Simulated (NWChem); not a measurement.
System: Si2H4O3; SMILES O[SiH]1O[SiH2]O1

```xyz
9

O      0.5140    -2.1497     0.0000
Si    -0.4427    -0.8175     0.0000
O     -0.1065     0.3392    -1.1916
Si     0.1966     1.5035     0.0000
O     -0.1065     0.3392     1.1916
H      1.4736    -2.0205     0.0000
H     -1.8163    -1.3380     0.0000
H     -0.7692     2.6264     0.0000
H      1.5897     2.0118     0.0000
```
Atoms are numbered in this order, from 1.

Computed with NWChem. Pople sets run with spherical d functions. STO-3G and 3-21G are far too small for this property and stand as cheap habits. The geometry was optimised at B3LYP/6-31G* (spherical d). B3LYP is NWChem's, with the RPA form of VWN correlation. Field at 589 nm.

```csv
level,isotropic polarisability (bohr³),anisotropy (bohr³)
B3LYP/STO-3G,___,___
B3LYP/6-31G*,43.9,20.0
B3LYP/def2-SVP,45.7,21.2
B3LYP/def2-SVPD,56.0,15.9
B3LYP/aug-cc-pVDZ,56.9,16.8
```

Question: Fill in the missing entries.

Answer: 
- B3LYP/STO-3G, isotropic polarisability (bohr³): 26.8
- B3LYP/STO-3G, anisotropy (bohr³): 21.7
